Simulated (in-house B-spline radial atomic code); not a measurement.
# Ionising the antimony ion Sb⁴⁺ with different functionals

Computed with an all-electron radial atomic-structure program (B-spline basis): non-relativistic Hamiltonian, point nucleus, spin-polarised at highest spin, spherical fractional occupations for the functionals, the average over the highest-spin determinants for Hartree-Fock. The ionisation energy is the difference of two self-consistent energies, [Kr] 4d10 5s1 → [Kr] 4d10, without Breit or QED terms; ε is the level of the shell that loses the electron (its least bound occupied spin orbital). There is no spin-orbit coupling in this Hamiltonian.

| method | rung | ΔSCF (eV) | -ε(5s) (eV) |
| --- | --- | --- | --- |
| Hartree-Fock | Hartree-Fock | 51.59 | 51.71 |
| HF fractional | Hartree-Fock | 51.59 | 51.71 |
| LDA VWN5 | LDA | 54.14 | 49.02 |
| LDA PW92 | LDA | 54.13 | 49.01 |
| LDA exchange-only | LDA | 52.98 | 47.93 |
| PBE | GGA | 53.73 | 48.54 |
| PBEsol | GGA | 53.65 | 48.61 |
| BLYP | GGA | 53.98 | 48.67 |
| RPBE | GGA | 53.52 | 48.33 |
| PW91 | GGA | 53.84 | 48.67 |
| BP86 | GGA | 53.69 | 48.72 |
| AM05 | GGA | 53.61 | 48.60 |
| OLYP | GGA | 53.44 | 48.20 |
| TPSS | meta-GGA | 53.22 | 48.26 |
| SCAN | meta-GGA | 53.33 | 48.91 |
| r2SCAN | meta-GGA | 53.14 | 48.67 |
| M06-L | meta-GGA | 52.12 | 47.91 |
| revTPSS | meta-GGA | 53.07 | 48.20 |
| PBE0 | global hybrid | 53.32 | 49.51 |
| B3LYP | global hybrid | 53.81 | 49.60 |
| TPSSh | global hybrid | 53.10 | 48.67 |
| M06-2X | global hybrid | 53.06 | 50.33 |
| BHandHLYP | global hybrid | 53.25 | 50.58 |
| r2SCAN0 | global hybrid | 52.99 | 49.68 |
| B97-1 | global hybrid | 53.08 | 49.01 |
| HSE06 | range-separated hybrid | 53.38 | 49.20 |
| wB97X | range-separated hybrid | 52.59 | 51.67 |
| CAM-B3LYP | range-separated hybrid | 53.75 | 51.21 |
| LC-wPBE | range-separated hybrid | 53.23 | 52.35 |

(1) Among the functionals, which spreads more, the ΔSCF values or the orbital energies?

(2) How do they compare with the NIST value?

Answers

(1) The orbital energies: ΔSCF values span about 2.02 eV and the orbital energies 4.45 eV.

(2) NIST lists 55.0 eV ± 0.1 (semi-empirical, ground level to ground level). Errors run from -3.41 to -0.86 eV; LDA VWN5 is closest (-0.86 eV), though others lie within the uncertainty of it, and part of that can be cancellation, since the calculations leave out relativity, Breit-QED terms. Hartree-Fock also lacks correlation.
